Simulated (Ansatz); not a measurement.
Mulliken charges of C4H3IS, SMILES `Ic1ccsc1` from PBE/def2-TZVPP in Ansatz (PBE0-D4/def2-TZVP geometry).

| atom | x (Å) | y (Å) | z (Å) | charge (e) |
| --- | --- | --- | --- | --- |
| I1 | -1.331 | -0.097 | 2.603 | -0.017 |
| C2 | -0.418 | 0.108 | 0.755 | 0.009 |
| C3 | 0.227 | -0.963 | 0.086 | -0.204 |
| C4 | 0.745 | -0.567 | -1.110 | -0.074 |
| S5 | 0.450 | 1.084 | -1.413 | 0.053 |
| C6 | -0.378 | 1.282 | 0.064 | -0.121 |
| H7 | 0.297 | -1.967 | 0.478 | 0.119 |
| H8 | 1.286 | -1.165 | -1.828 | 0.115 |
| H9 | -0.789 | 2.238 | 0.347 | 0.119 |

Question: By hand: the dipole of these point charges (1 e Å = 4.8032 D).

Answer: Σ q r = (0.076, 0.042, -0.168) e Å, of length 0.189 e Å = 0.91 D.

Question: How does the dipole of the full density compare? (An estimate is asked.)

Answer: Ansatz gave: (0.116, -0.027, -0.208) e Å, 1.15 D; the point charges give 0.79 times that, at 20° from its direction.

Point charges leave out the atoms' own dipoles, such as those of lone pairs, and Mulliken's split depends on the basis, so the two needn't agree.
